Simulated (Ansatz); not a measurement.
Start from `NC1=C[SiH2]1` and change one atom or group to get `[GeH3][NH]C1=C[SiH2]1`.

Ansatz, PBE0-D4/def2-TZVP geometries, multiplicity 1. Each molecule was computed in one conformer, which needn't be the lowest.

Scalar relativity is left out up to krypton.

```csv
property,`NC1=C[SiH2]1`
size of the dipole moment (ωB97M-V/def2-TZVPP) / D,2.01
LUMO energy (ωB97M-V/def2-TZVPP) / eV,1.92
HOMO–LUMO gap (B3LYP/def2-TZVPP) / eV,6.20
size of the dipole moment (PBE/def2-TZVPP) / D,2.25
HOMO energy (B3LYP/def2-TZVPP) / eV,-6.18
HOMO energy (PBE/def2-TZVPP) / eV,-5.31
```

(1) Give the same properties after the change, and the shifts. (Estimate.)

## Answers

(1) Computed: 
```
                                          property  `[GeH3][NH]C1=C[SiH2]1`  shift
size of the dipole moment (ωB97M-V/def2-TZVPP) / D                     1.86  -0.15
             LUMO energy (ωB97M-V/def2-TZVPP) / eV                     1.82  -0.10
             HOMO–LUMO gap (B3LYP/def2-TZVPP) / eV                     6.05  -0.15
    size of the dipole moment (PBE/def2-TZVPP) / D                     2.03  -0.22
               HOMO energy (B3LYP/def2-TZVPP) / eV                    -6.17   0.01
                 HOMO energy (PBE/def2-TZVPP) / eV                    -5.33  -0.02
```

The zero-point energy changes by 35.0 kJ/mol with +9 modes. Dipoles are sizes alone; their direction can turn.

B3LYP here is the variant with VWN-RPA as its local correlation; programs differ in this.
